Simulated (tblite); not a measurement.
Compound: C₆H₁₄O₂Si.
Numbering: `[CH3:1][O:2][CH2:3][C@@H:4]1[O:5][CH2:6][CH2:7][CH2:8][SiH2:9]1` (hydrogens: H10, H11, H12 on C1; H13, H14 on C3; H15 on C4; H16, H17 on C6; H18, H19 on C7; H20, H21 on C8; H22, H23 on Si9)

Geometry (GFN2-xTB, Å), atoms numbered from 1 in this order:
```
atom  x, y, z in Å
C1     2.6077    1.1672    0.5261
O2     1.3750    0.5184    0.3672
C3     1.4784   -0.8787    0.1929
C4     0.0690   -1.4573    0.2769
O5    -0.5535   -1.5800   -0.9942
C6    -0.8720   -0.3639   -1.6351
C7    -2.0723    0.3595   -1.0228
C8    -1.7174    0.9751    0.3293
Si9   -0.9925   -0.3735    1.4509
H10    3.2303    1.0621   -0.3711
H11    3.1598    0.7647    1.3843
H12    2.3923    2.2207    0.6945
H13    1.9534   -1.1152   -0.7715
H14    2.0955   -1.3061    0.9967
H15    0.1393   -2.4924    0.6203
H16   -1.0963   -0.6510   -2.6672
H17   -0.0064    0.3097   -1.6372
H18   -2.8862   -0.3593   -0.9042
H19   -2.4025    1.1343   -1.7200
H20   -0.9908    1.7732    0.1763
H21   -2.6053    1.4261    0.7735
H22   -0.2237    0.1285    2.5871
H23   -2.0863   -1.2351    1.9306
```

Computed values, GFN2-xTB/tblite, gas phase, harmonic and unscaled. Against measured fundamentals such values can be off by several per cent, at times by over 20. Modes of hydrogen on silicon can be 10 to 20 % off. One conformer, not necessarily the lowest.

Harmonic wavenumbers (cm⁻¹): 66.9, 90.9, 104.1, 144.8, 180.9, 223.0, 265.4, 286.9, 339.4, 367.7, 404.1, 466.5, 534.0, 562.5, 610.8, 654.1, 700.2, 763.6, 784.7, 809.5, 857.1, 922.0, 939.5, 961.3, 1006.0, 1023.2, 1062.0, 1090.9, 1113.9, 1118.4, 1134.8, 1143.9, 1161.6, 1185.7, 1201.6, 1234.4, 1261.8, 1294.2, 1317.3, 1334.7, 1338.9, 1351.8, 1406.8, 1460.6, 1468.4, 1471.4, 1482.4, 1486.4, 1492.0, 2194.9, 2284.2, 2857.1, 2885.3, 2899.3, 2913.1, 2922.6, 2948.8, 2949.2, 2956.5, 2975.8, 2985.2, 2995.8, 3026.8.

A = 1853, B = 1097, C = 1021 MHz; mass 146.076 u (most abundant isotopes); point group C1, symmetry number 1.

Q: Zero-point energy?

A: ½Σν̃ = 41739 cm⁻¹ = 499.31 kJ/mol.

Q: Entropy at 500 K, 1 bar (ideal gas, RRHO, classical rotation)?

A: Translation 181.76, rotation 129.58, vibration 223.14: S = 534.5 J/(mol K).

Q: And Cp and H(500 K) − H(0)?

A: Cp = 276.02 J/(mol K), of which vibrations give 242.76 (their classical limit is 63 R = 523.8); H(500 K) − H(0) = 76.66 kJ/mol without the zero-point energy, 60.03 from vibrations.

Q: Which modes carry the vibrational entropy at 500 K?

A: 66.9 cm⁻¹: 22.03; 90.9 cm⁻¹: 19.49; 104.1 cm⁻¹: 18.37; 144.8 cm⁻¹: 15.65; 180.9 cm⁻¹: 13.84; 223.0 cm⁻¹: 12.14 J/(mol K); the other 57 give 121.62 together.

Q: Blend soft modes into free rotors: weight 1/[1 + (100 cm⁻¹/ν̃)⁴] for the oscillator and the rest for a rotor with moment μB/(μ + B), μ = h/(8π²ν), B = 10⁻⁴⁴ kg m². What vibrational entropy results?

A: 212.09 J/(mol K) in place of 223.14, which changes −T·S at 500 K by +5.52 kJ/mol.

Hindered rotation and anharmonicity are outside this model. Other conformers, if any are populated, would add a mixing term that is left out. The structure is chiral; the term R ln 2 for an equal mix with its mirror image is left out.

The run took 1.8 s of wall time on one thread, Arm Neoverse N1 (aarch64), no GPU (shared host). This covers the Hessian and the dipole derivatives.
